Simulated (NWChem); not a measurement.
System: SiHOF, singlet; SMILES O[Si]F

Input file for NWChem:

```
start job
memory heap 200 mb stack 700 mb global 900 mb
geometry units angstroms noautosym nocenter noautoz
  Si     0.621402     0.012452     0.000000
  F     -0.421107    -1.259105     0.000000
  O     -0.449328     1.276047     0.000000
  H     -1.397858     1.088559     0.000000
end
basis spherical
  Si library def2-svp
  F library def2-svp
  O library def2-svp
  H library def2-svp
end
dft
  xc b3lyp
  iterations 150
end
property
  response 1 0.0773
end
task dft property
```

Excerpt of the output:

```
             Northwest Computational Chemistry Package (NWChem) 7.3.0
             --------------------------------------------------------

                             Geometry "geometry" -> ""
                             -------------------------

 Output coordinates in angstroms (scale by  1.889725989 to convert to a.u.)

  No.       Tag          Charge          X              Y              Z
 ---- ---------------- ---------- -------------- -------------- --------------
    1 Si                  14.0000     0.62140200     0.01245200     0.00000000
    2 F                    9.0000    -0.42110700    -1.25910500     0.00000000
    3 O                    8.0000    -0.44932800     1.27604700     0.00000000
    4 H                    1.0000    -1.39785800     1.08855900     0.00000000

 Effective nuclear repulsion energy (a.u.)     100.8521490423

                              NWChem Property Module
                              ----------------------

                                 NWChem DFT Module
                                 -----------------

 Summary of "ao basis" -> "ao basis" (spherical)
 ------------------------------------------------------------------------------
       Tag                 Description            Shells   Functions and Types
 ---------------- ------------------------------  ------  ---------------------
 Si                         def2-svp                 8       18   4s3p1d
 F                          def2-svp                 6       14   3s2p1d
 O                          def2-svp                 6       14   3s2p1d
 H                          def2-svp                 3        5   2s1p

            General Information
            -------------------
          SCF calculation type: DFT
          Wavefunction type:  closed shell.
          No. of atoms     :     4
          No. of electrons :    32
           Alpha electrons :    16
            Beta electrons :    16
          Charge           :     0
          Spin multiplicity:     1
          Use of symmetry is: off; symmetry adaption is: off
          Maximum number of iterations: 150
          AO basis - number of functions:    51
                     number of shells:    23
          Convergence on energy requested:  1.00D-06
          Convergence on density requested:  1.00D-05
          Convergence on gradient requested:  5.00D-04

              XC Information
              --------------
                         B3LYP Method XC Potential
                     Hartree-Fock (Exact) Exchange  0.200
                        Slater Exchange Functional  0.800 local
                    Becke 1988 Exchange Functional  0.720 non-local
              Lee-Yang-Parr Correlation Functional  0.810
                  VWN I RPA Correlation Functional  0.190 local

             Grid Information
             ----------------
          Grid used for XC integration:  medium
          Radial quadrature: Mura-Knowles
          Angular quadrature: Lebedev.
          Tag              B.-S. Rad. Rad. Pts. Rad. Cut. Ang. Pts.
          ---              ---------- --------- --------- ---------
          Si                  1.10       88           8.0       590
          F                   0.50       49           8.0       434
          O                   0.60       49           7.0       434
          H                   0.35       45           8.0       434
          Grid pruning is: on
          Number of quadrature shells:   231
          Spatial weights used:  Erf1

      Superposition of Atomic Density Guess
      -------------------------------------

 Sum of atomic energies:        -463.22148858

      Non-variational initial energy
      ------------------------------

 Total energy =    -463.604380
 1-e energy   =    -843.554716
 2-e energy   =     279.098186
 HOMO         =      -0.297819
 LUMO         =      -0.013811

   convergence    iter        energy       DeltaE   RMS-Dens  Diis-err
 ---------------- ----- ----------------- --------- --------- ---------
 d= 0,ls=0.0,diis     1   -464.9385752356 -5.66D+02  2.39D-02  7.09D-01
 d= 0,ls=0.0,diis     2   -464.8348687295  1.04D-01  1.30D-02  1.96D+00
 d= 0,ls=0.0,diis     3   -465.0180359901 -1.83D-01  1.58D-03  9.68D-03
 d= 0,ls=0.0,diis     4   -465.0185187946 -4.83D-04  7.40D-04  4.85D-03
 d= 0,ls=0.0,diis     5   -465.0189138261 -3.95D-04  2.10D-04  4.60D-04
  Resetting Diis
 d= 0,ls=0.0,diis     6   -465.0189549292 -4.11D-05  2.53D-05  1.50D-06
 d= 0,ls=0.0,diis     7   -465.0189551186 -1.89D-07  6.09D-06  3.47D-08

         Total DFT energy =     -465.018955118615
      One electron energy =     -845.499157994920
           Coulomb energy =      320.026404247175
    Exchange-Corr. energy =      -40.398350413173
 Nuclear repulsion energy =      100.852149042303

 Numeric. integr. density =       31.999997883983

                       DFT Final Molecular Orbital Analysis
                       ------------------------------------

 Vector   14  Occ=2.000000D+00  E=-3.670614D-01
              MO Center= -3.9D-01,  6.9D-01, -4.0D-11, r^2= 2.0D+00
   Bfn.  Coefficient  Atom+Function         Bfn.  Coefficient  Atom+Function
  ----- ------------  ---------------      ----- ------------  ---------------
    37      0.514555  3 O  py                40      0.354821  3 O  py
    23     -0.338820  2 F  py                26      0.233488  2 F  py
    35      0.163303  3 O  s                  3     -0.157152  1 Si s
    34      0.130860  3 O  s                 47     -0.111255  4 H  s
    36      0.100702  3 O  px                 2     -0.098906  1 Si s

 Vector   15  Occ=2.000000D+00  E=-3.583528D-01
              MO Center= -3.9D-01,  1.0D+00, -3.4D-10, r^2= 1.2D+00
   Bfn.  Coefficient  Atom+Function         Bfn.  Coefficient  Atom+Function
  ----- ------------  ---------------      ----- ------------  ---------------
    38      0.581042  3 O  pz                41      0.434092  3 O  pz
    24      0.196231  2 F  pz                27     -0.147273  2 F  pz
    13      0.104408  1 Si pz                10      0.101127  1 Si pz
    15      0.066969  1 Si d -1               7     -0.057659  1 Si pz
    17      0.032840  1 Si d  1

 Vector   16  Occ=2.000000D+00  E=-2.756237D-01
              MO Center=  9.3D-01,  6.9D-03, -1.4D-09, r^2= 2.1D+00
   Bfn.  Coefficient  Atom+Function         Bfn.  Coefficient  Atom+Function
  ----- ------------  ---------------      ----- ------------  ---------------
     3      0.516770  1 Si s                  4      0.428800  1 Si s
     2      0.312007  1 Si s                  8      0.275632  1 Si px
    11      0.235931  1 Si px                22      0.233567  2 F  px
    25     -0.178636  2 F  px                35     -0.170659  3 O  s
    37      0.156441  3 O  py                 5     -0.148946  1 Si px

 Vector   17  Occ=0.000000D+00  E=-5.976679D-02
              MO Center=  6.0D-01,  3.7D-02,  2.4D-09, r^2= 2.6D+00
   Bfn.  Coefficient  Atom+Function         Bfn.  Coefficient  Atom+Function
  ----- ------------  ---------------      ----- ------------  ---------------
    13      0.724068  1 Si pz                10      0.410069  1 Si pz
    41     -0.244865  3 O  pz                38     -0.238137  3 O  pz
     7     -0.210659  1 Si pz                24      0.196494  2 F  pz
    27     -0.182690  2 F  pz                17     -0.050880  1 Si d  1

 Vector   18  Occ=0.000000D+00  E= 2.780436D-02
              MO Center=  2.0D-01,  3.2D-01, -6.1D-11, r^2= 4.2D+00
   Bfn.  Coefficient  Atom+Function         Bfn.  Coefficient  Atom+Function
  ----- ------------  ---------------      ----- ------------  ---------------
    12      0.844883  1 Si py                35     -0.749722  3 O  s
    48      0.635678  4 H  s                  9      0.263785  1 Si py
    21      0.263308  2 F  s                 47      0.189634  4 H  s
    22     -0.169491  2 F  px                25      0.162773  2 F  px
    34     -0.156813  3 O  s                  6     -0.143772  1 Si py

 Vector   19  Occ=0.000000D+00  E= 5.597401D-02
              MO Center= -4.0D-01,  2.4D-01, -2.9D-10, r^2= 4.0D+00
   Bfn.  Coefficient  Atom+Function         Bfn.  Coefficient  Atom+Function
  ----- ------------  ---------------      ----- ------------  ---------------
    48     -0.705321  4 H  s                 11      0.651118  1 Si px
    35      0.530223  3 O  s                  4     -0.496005  1 Si s
    12      0.452348  1 Si py                21      0.453383  2 F  s
    39     -0.263890  3 O  px                36     -0.189742  3 O  px
    40     -0.189756  3 O  py                 8      0.153892  1 Si px

     Multipole analysis of the density
     ---------------------------------

     L   x y z        total         alpha         beta         nuclear
     -   - - -        -----         -----         ----         -------
     0   0 0 0     -0.000000    -16.000000    -16.000000     32.000000

     1   1 0 0     -0.346358     -0.094928     -0.094928     -0.156501
     1   0 1 0      0.136040     -0.063617     -0.063617      0.263273
     1   0 0 1      0.000000      0.000000      0.000000      0.000000

     2   2 0 0    -16.014667    -26.882405    -26.882405     37.750144
     2   1 1 0     -1.401161      1.492537      1.492537     -4.386235
     2   1 0 1      0.000000      0.000000      0.000000      0.000000
     2   0 2 0    -20.097437    -60.903545    -60.903545    101.709652
     2   0 1 1     -0.000000     -0.000000     -0.000000      0.000000
     2   0 0 2    -15.821326     -7.910663     -7.910663      0.000000

 *** CALLING NEW AORESP DRIVER FOR CLOSED AND OPEN SHELLS ***
 Entering AOResponse driver routine

--------------------------------------------------------------------------------

          -----------------------------------------------
          Solving response equations for perturbing field
          -----------------------------------------------

 number of frequencies:     1
 frequency in a.u.:  0.7730000E-01
 Perturbing field: electric
 Using El. Dipole Length Gauge

 Setting up CPKS with frequency omega =      0.07730000 a.u.

                            NWChem Dynamic CPHF Module
                            --------------------------

    scftype = RHF
    nclosed =   16
      nopen =    0
  variables =     1120
  num. vecs =        3
  tolerance =   1.0D-04
  max. iter =   50

 SCF residual:    3.3367995125237464E-004

Iterative solution of linear equations
  No. of variables     1120
  No. of equations        3
  Maximum subspace       30
       Convergence  1.0D-04

   iter   nsub   residual    time
   ----  ------  --------  ---------
     1      3    3.71D+00       6.0
     2      6    2.76D+00       9.1
     3      9    4.27D-01      12.3
     4     12    5.23D-02      15.4
     5     15    7.21D-03      18.7
     6     18    1.22D-03      21.6
     7     21    1.08D-04      24.6
     8     24    1.24D-05      28.3

 Electric Dipole Response Matrix (nonzero elements):

              1        2        3
    1   28.2202  -2.6949   0.0000
    2   -2.6949  29.5351   0.0000
    3    0.0000   0.0000  26.1335

 ------------------------------------------
 average:        27.96294 + I       0.00000

 DFT Linear Response polarizability / au
 Frequency  =       0.0773000 / au
 Wavelength =     589.4353558 / nm
              X              Y              Z
 -----------------------------------------------
 X      28.2202363     -2.6948723      0.0000000
 Y      -2.6948675     29.5351005      0.0000000
 Z       0.0000000      0.0000000     26.1334838
 -----------------------------------------------
 Eigenvalues =      26.1037625     31.6515743     26.1334838
 Isotropic   =      27.9629402
 Anisotropic =       5.5330109
 -----------------------------------------------

 Magnetic Dipole Response Matrix (nonzero elements):

 Exiting AOResponse driver routine
```

Level: B3LYP/def2-SVP. Low-valent species are run as closed-shell singlets; no triplet was tried in these runs. All runs use the structure optimised with PBE0/def2-SVP.
